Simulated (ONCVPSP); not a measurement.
**Configuration tests for Os (Z = 76) (ONCV)**

```json
{
 "Element": "Os",
 "Generator": "ONCVPSP 4.0.1",
 "Type": "optimised norm-conserving Vanderbilt (ONCV)",
 "Functional": "PBE",
 "Relativity": "non-relativistic",
 "Frozen core": "[Kr] 4d10 4f14",
 "Valence charge": "16",
 "Reference configuration": "5s2 5p6 5d6 6s2",
 "Partial waves": "5s+6s: rc 1.90 bohr, ncon 4, nbas 7, qcut 7.7 1/bohr, 2 projectors; 5p: rc 1.70 bohr, ncon 3, nbas 6, qcut 7.2 1/bohr, 2 projectors, debl 3.7 Ha; 5d: rc 1.70 bohr, ncon 4, nbas 9, qcut 7.6 1/bohr, local",
 "Local potential": "the d channel",
 "Core correction": "Teter function fitted to the true core (icmod 2), fcfact 0.35"
}
```

Energies are relative to the spin-unpolarised reference configuration 5s2 5p6 5d6 6s2; without spin polarisation the order of configurations can differ from experiment.

**Question.** Give the all-electron excitation energy and the error of the potential for: 5s2 5p6 5d6 6s1; 5s2 5p6 5d6 6s0; 5s2 5p6 5d5 6s0; 5s1 5p6 5d6 6s2.

**Answer.**

```csv
valence configuration,charge,ΔE all-electron (eV),error AE − PS (meV)
5s2 5p6 5d6 6s1,+1,8.078,-0.2
5s2 5p6 5d6 6s0,+2,22.809,-1.1
5s2 5p6 5d5 6s0,+3,52.480,+5.6
5s1 5p6 5d6 6s2,+1,80.788,-201
```

Levels in the configuration 5s2 5p6 5d6 6s1:

| level | all-electron (eV) | pseudo (eV) |
| --- | --- | --- |
| 5s | -81.857 | -81.871 |
| 5p | -55.169 | -55.174 |
| 5d | -15.289 | -15.287 |
| 6s | -11.296 | -11.296 |
